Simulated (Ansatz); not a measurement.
Molecule: GaF$_{2}$, net charge -1, singlet state. 
Structure (B3LYP-D3(BJ)/def2-TZVP (Ansatz, a first-principles code) minimum search):
```xyz
3

Ga     0.4529     0.0671     0.0016
F     -0.9358     0.9577    -0.9225
F     -0.6241    -1.1888     0.9171
```
Charge -1, spin multiplicity 1.

Basis-set convergence of Hartree-Fock and CCSD correlation energies (hartree) with Ansatz. Correlated levels leave the core frozen unless marked. No spin-orbit coupling. Frozen are the shells of the preceding noble gas and the d and f shells that filled before the atom's block. No relativistic terms. This anion needs diffuse functions, which these sets lack.

```json
[
 {"basis": "cc-pVDZ", "functions": "55", "E(HF)": "-2122.21211", "E(corr, CCSD)": "-0.45033"},
 {"basis": "cc-pVTZ", "functions": "103", "E(HF)": "-2122.35859", "E(corr, CCSD)": "-0.59453"},
 {"basis": "cc-pVQZ", "functions": "178", "E(HF)": "…", "E(corr, CCSD)": "…"}
]
```

Question: Complete the blanks.

Answer: 
- cc-pVQZ, E(HF): -2122.38322
- cc-pVQZ, E(corr, CCSD): -0.64716
